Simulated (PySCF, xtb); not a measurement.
C₂H₃ClFGa, SMILES C=[CH][Ga]([F])[Cl]. One conformer was computed; it need not be the lowest.

Harmonic wavenumbers (cm⁻¹) from xtb with GFN2-xTB at its own minimum, in rising order: 59, 82, 126, 128, 260, 351, 443, 446, 493, 907, 951, 1002, 1164, 1375, 1632, 2999, 3038, 3059.

Q: What does PySCF with ωB97X-D3(BJ)/def2-SVP give at its own minimum? (Estimate from the structure and the level; the computed values follow.)

A: 84, 94, 178, 179, 308, 433, 492, 618, 727, 1007, 1038, 1051, 1270, 1427, 1691, 3147, 3201, 3244. Paired by order, the mean absolute difference is 93 cm⁻¹ and the zero-point energies are 26.5 and 28.9 kcal/mol.
